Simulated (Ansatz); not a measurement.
Basis-set extrapolation for C$_{2}$H$_{3}$BO$_{2}$ (`B1OC=CO1`) (PBE0-D4/def2-TZVP geometry, frozen core, Ansatz 0.2.0). Multiplicity 1, RHF reference.

```json
{"": "HF", "def2-TZVPP": "-252.057926", "def2-QZVPP": "-252.069632"}
{"": "MP2 correlation", "def2-TZVPP": "-0.868586", "def2-QZVPP": "-0.932533"}
{"": "CCSD(T) correlation", "def2-TZVPP": "-0.924797", "def2-QZVPP": "not run"}
```

Energies in hartree. Use E(X) = E(∞) + A·exp(−7.88·√X) for Hartree–Fock and E(X) = E(∞) + B·X^(−2.97) for correlation, with X = 3 and 4, and add CCSD(T) minus MP2 of the smaller set to the MP2 limit.

Question: What is the CCSD(T) energy at the basis-set limit?

Answer: HF limit: -252.069632 + (-0.011706) × 0.13774 = -252.07124. MP2 limit: -0.932533 + (-0.063947) × 0.74074 = -0.97990. Higher-order term: -0.924797 − (-0.868586) = -0.05621. Total: -253.10735 hartree, 3.39 eV below CCSD(T)/def2-TZVPP.
